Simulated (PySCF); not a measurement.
Point-charge models of `F[SiH2][C@H](F)SC(C)=C` against its computed dipole.

Coordinates (GFN2-xTB, Å) and charges (e) from the PBE0/pcSseg-1 density (PySCF):

```tsv
atom	x	y	z	Mulliken	IAO	Hirshfeld	ESP-fitted
C1	0.839	-0.632	1.118	-0.0721	-0.3634	-0.1222	-0.5788
C2	1.138	-0.357	-0.142	-0.5226	-0.0722	+0.0016	+0.3249
C3	2.463	0.154	-0.608	-0.1483	-0.4260	-0.1175	-0.5571
S4	0.005	-0.574	-1.493	+0.1336	+0.1460	+0.0277	-0.1786
C5	-1.633	-0.572	-0.707	-0.2143	-0.2139	-0.0336	-0.1844
F6	-1.858	-1.762	-0.044	-0.3143	-0.3139	-0.1116	-0.1678
Si7	-1.962	0.940	0.440	+0.9168	+1.0803	+0.4134	+0.5816
F8	-3.222	1.665	-0.250	-0.4293	-0.5396	-0.2077	-0.3060
H9	1.567	-0.475	1.896	+0.1148	+0.1564	+0.0493	+0.2111
H10	-0.102	-1.046	1.429	+0.1415	+0.1566	+0.0361	+0.2165
H11	2.351	1.150	-1.034	+0.1404	+0.1611	+0.0476	+0.1618
H12	3.168	0.195	0.218	+0.1240	+0.1558	+0.0541	+0.1743
H13	2.863	-0.495	-1.386	+0.1412	+0.1610	+0.0497	+0.1943
H14	-2.323	-0.571	-1.558	+0.1755	+0.1774	+0.0518	+0.2504
H15	-2.414	0.479	1.738	-0.0978	-0.1350	-0.0666	-0.0654
H16	-0.887	1.910	0.373	-0.0890	-0.1306	-0.0725	-0.0768
```

Task: What dipole does each set of charges give (1 e·Å = 4.803 D), and what does the density give?

Result: The full density gives (1.91, 0.90, 0.78) D, 2.25 D in size; dipole vectors point from the negative to the positive end.

| scheme | μx | μy | μz | size (D) | share of the full size (%) | angle to the full dipole (°) |
| --- | --- | --- | --- | --- | --- | --- |
| Mulliken | 3.35 | 2.65 | 0.91 | 4.37 | 194 | 15 |
| IAO | 3.40 | 1.83 | 0.12 | 3.86 | 172 | 19 |
| Hirshfeld | 1.61 | 0.39 | -0.14 | 1.66 | 74 | 28 |
| ESP-fitted | 1.97 | 0.87 | 0.77 | 2.29 | 102 | 1 |

Task: Which set comes closest?

Result: Length of the difference vector: ESP-fitted 0.07 D, Hirshfeld 1.10 D, IAO 1.88 D, Mulliken 2.28 D. Closest: ESP-fitted. The schemes that divide the density aren't constrained to reproduce the dipole.

Task: What is left for the Hirshfeld atoms' own dipoles?

Result: The Hirshfeld atoms' densities add up to the full density, so μ = Σ q r + Σ (atomic dipoles). The atomic dipoles sum to (1.91, 0.90, 0.78) − (1.61, 0.39, -0.14) = (0.30, 0.51, 0.92) D, 1.10 D in size.

Task: With the origin at the mean of the coordinates, (0.000, 0.001, -0.001) Å, which are the largest single terms, by size, of the IAO dipole along the direction of the full one?

Result: Si7 -5.89, F8 +5.58, C3 -3.97, F6 +3.46, H14 -2.33 D; all 16 atoms together +3.66 D. The single terms depend on the origin, their sum doesn't.

Task: Give the size of the full dipole in other units.

Result: 2.25 D = 0.885 au = 0.468 e·Å = 7.51 × 10⁻³⁰ C·m.

The structure is a single GFN2-xTB conformer in the gas phase; no vibrational or solvent corrections.

Conformer computed: `[CH2:1]=[C:2]([CH3:3])[S:4][C@@H:5]([F:6])[SiH2:7][F:8]`: C1–C2–S4–C5 21°, C2–S4–C5–F6 -74°, S4–C5–Si7–F8 119°.
